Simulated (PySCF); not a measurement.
The numbers below are computed, except where a source is named.
**SiClF2**

SiClF2 is a small molecule (built as: Si site whose three back bonds go to F, F, Cl), neutral, doublet. The structure was relaxed in the gas phase by PBE0-D3(BJ)/def2-SVP. No frequency run checks that it is a minimum.

SMILES: F[Si](F)Cl

```xyz
4

Si   -0.124   -0.028    0.480
F    -0.831    1.284   -0.136
F    -0.866   -1.300   -0.176
Cl    1.846   -0.046   -0.088
```
(Å; atoms numbered from 1)

EPR values by unrestricted B3LYP, IGLO-III on Cl F Si.

(1) Predict g and the largest hyperfine couplings. Where does the spin sit?

(2) How do the isotropic couplings move with BHandHLYP?

Answers

(1) g = 1.9994, 2.0014, 2.0017. The spin sits on Si1 (83 %, bonded to 1 Cl + 2 F) by Mulliken populations.
| atom | isotope | isotropic (MHz) | dipolar, principal values (MHz) |
| --- | --- | --- | --- |
| Si1 | 29Si | -1362.4 | -111.9, 55.2, 56.7 |
| F3 | 19F | 301.2 | -131.7, -125.9, 257.6 |
| F2 | 19F | 300.9 | -131.7, -125.9, 257.7 |
| Cl4 | 35Cl | 41.6 | -26.9, -26.7, 53.7 |

(2) Si1 -1362.4 to -1399.2 MHz, F3 301.2 to 323.0 MHz, F2 300.9 to 322.7 MHz, Cl4 41.6 to 43.3 MHz.

The 2 runs behind this took 24 s in all, one thread each of Arm Neoverse V2 on a shared host, launched as `OMP_NUM_THREADS=1 python cluster_run.py task.json out`.
